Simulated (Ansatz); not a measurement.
`[CH3][Al]([CH3])[S]B(O)O`. Charge 0, multiplicity 1. All single points use the PBE0-D4/def2-TZVP geometry. It is one conformer, not always the lowest.

```xyz
15

C     0.496   -1.380    1.117
Al   -0.381   -0.612   -0.459
C    -1.308   -1.705   -1.772
S    -0.360    1.544   -0.846
B     0.617    2.356    0.503
O     1.156    1.733    1.579
O     0.818    3.697    0.423
H     1.574   -1.187    1.151
H     0.066   -1.035    2.065
H     0.374   -2.467    1.101
H    -1.852   -1.105   -2.505
H    -0.597   -2.333   -2.319
H    -2.019   -2.384   -1.291
H     0.992    0.788    1.609
H     0.423    4.090   -0.356
```

Task: What is the dipole moment at ωB97M-V/def2-TZVPP? (An estimate is asked.)

Result: Computed: 3.04 D, with components (-0.92, -2.75, -0.91) D in this frame, pointing from negative to positive charge.

Task: And with PBE, r2SCAN, B3LYP? (Estimate.)

Result: Ansatz gave: PBE 2.86 D, r2SCAN 2.94 D, B3LYP 3.01 D.

Task: Give the Mulliken charges with ωB97M-V, B3LYP, PBE in def2-TZVPP. (Best estimate.)

Result: Ansatz gave: 
```
atom  ωB97M-V  B3LYP    PBE
  C1    -0.56  -0.48  -0.46
 Al2     0.52   0.50   0.42
  C3    -0.51  -0.44  -0.43
  S4    -0.30  -0.34  -0.31
  B5     0.29   0.30   0.23
  O6    -0.29  -0.28  -0.25
  O7    -0.26  -0.26  -0.23
  H8     0.12   0.10   0.10
  H9     0.12   0.10   0.10
 H10     0.13   0.11   0.11
 H11     0.12   0.10   0.11
 H12     0.11   0.09   0.10
 H13     0.11   0.09   0.10
 H14     0.21   0.21   0.21
 H15     0.18   0.19   0.20
```

B3LYP here is the variant with VWN-RPA as its local correlation; programs differ in this.
